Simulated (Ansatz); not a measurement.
Task: Name a neutral molecule of As, O and H with HOMO–LUMO gap (PBE/def2-TZVPP) between 4.80 and 5.10 eV and HOMO energy (ωB97M-V/def2-TZVPP) between -9.75 and -9.45 eV (Ansatz, PBE0-D4/def2-TZVP geometry).

Result: `O[AsH]O` (5.01 eV, -9.60 eV); `O[AsH2]` (4.93 eV, -9.72 eV). Other molecules can fit too; these were computed, each in one conformer that needn't be the lowest.
